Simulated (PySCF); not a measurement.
## Ionisation energy along the 11-electron series

Calculated with PySCF 2.14 and a two-component X2C-1e Hamiltonian (Gaussian nucleus, no Breit or QED terms), each ion in its own even-tempered basis scaled to its charge; GMP2 freezes 1s2 and drops the highest virtual spinors. Values in eV. NIST values: (m) measured, (s) semi-empirical, (t) theoretical.

| ion | configuration | GHF (screened spin-orbit) | GMP2 (screened spin-orbit) | NIST |
| --- | --- | --- | --- | --- |
| Ge²¹⁺ | [Ne] 3s1 | 879.79 | 880.42 | 880.44 (s) |
| As²²⁺ | [Ne] 3s1 | 956.14 | 956.78 | 956.79 (s) |
| Se²³⁺ | [Ne] 3s1 | 1035.7 | 1036.4 | 1036.4 (s) |

Between Z = 32 and Z = 34 the GMP2 (screened spin-orbit) value grows as Z to the power 2.69.
